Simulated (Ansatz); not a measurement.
Two isomers of C2H6OSi: A = `C=C[SiH2]O`, B = `OC1C[SiH2]1`.

Isolated molecules relaxed with PBE0-D4/def2-TZVP in Ansatz; ΔE leaves out vibrations. CCSD(T)/CBS adds triple-zeta CCSD(T) − MP2 to the extrapolated MP2 energy (def2 sets, frozen cores). Functionals use def2-TZVPP. B3LYP here is the variant with VWN-RPA as its local correlation; programs differ in this. One conformer a species, not always the lowest.

A:

```xyz
10

C    -0.575   -0.133    1.531
C     0.275   -0.672    0.661
Si    0.385   -0.128   -1.111
O    -0.563    1.193   -1.394
H    -1.263    0.655    1.236
H    -0.629   -0.454    2.567
H     0.938   -1.464    1.010
H     1.812    0.157   -1.437
H    -0.116   -1.185   -2.025
H    -0.265    2.031   -1.038
```

B:

Z-matrix (Å, degrees):
```
C
C 1 1.539
Si 1 1.857 2 65.5
O 1 1.398 2 117.9 3 112.5
H 1 1.092 2 113.5 3 -109.7
H 2 1.085 1 117.6 3 115.8
H 2 1.087 1 114.2 3 -107.6
H 3 1.476 1 119.1 2 102.5
H 3 1.478 1 119.3 2 -106.2
H 4 0.963 1 108.0 2 66.4
```

(1) Which isomer does CCSD(T)/CBS put lower? Give the gap. (An estimate is asked.)

(2) Give E(B) − E(A) in kcal/mol with r2SCAN-D4, PBE-D4, CCSD(T)/def2-TZVPP, LDA (SPW92), B3LYP, BLYP-D4, ωB97M-V. (An estimate is asked.)

(3) Does the order hold for the free energy at 298.15 K (harmonic terms from PBE0-D4)? (An estimate is asked.)

Largest T1 diagnostic: 0.011.

Results:

(1) The calculation gave: A, by 54.0 kcal/mol.

(2) Ansatz gave: r2SCAN-D4 50.0, PBE-D4 45.8, CCSD(T)/def2-TZVPP 53.8, LDA (SPW92) 40.7, B3LYP 53.8, BLYP-D4 53.4, ωB97M-V 51.3. None reverses the order clearly.

(3) Computed: Yes: G(B) − G(A) = +55.2 kcal/mol, for one conformer each.

From PBE to PBE0 (25 % exact exchange), in def2-TZVPP and without D4, E(B) − E(A) moves by +1.3 kcal/mol. At CCSD(T), def2-SVP lies −5.0 kcal/mol from the extrapolated value and def2-TZVPP −0.3 kcal/mol.
